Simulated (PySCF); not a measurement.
## Two-component Hartree-Fock for Hg⁷⁸⁺ (mercury, charge +78)

Start: 1s2. Calculated with PySCF 2.14 in an even-tempered Gaussian basis (16 s from 31 bohr⁻², ratio 2.6; 13 p from 40 bohr⁻², ratio 2.6; 6 d from 41 bohr⁻², ratio 2.8; 3 f from 1700 bohr⁻², ratio 2.8): generalised Hartree-Fock with the X2C-1e Hamiltonian and a Gaussian nucleus; spin-orbit coupling (SO) screened by Boettger's factors.

| spinor shell | electrons | ε, screened SO (eV) | weight of nominal j (screened SO) | rms radius, screened SO (bohr) |
| --- | --- | --- | --- | --- |
| 1s1/2 | 2 | -94382.0 | 1.000 | 0.0186 |

```tsv
quantity	screened SO
E (hartree)	-6998.55122
M_J	0
⟨J²⟩	0.000
⟨L²⟩	0.000
⟨S²⟩	0.000
```

Breit and QED terms are absent; they matter most for the inner s and p1/2 levels.

Densities and radii are taken from the X2C orbitals without a picture-change correction, which distorts them close to the nucleus.
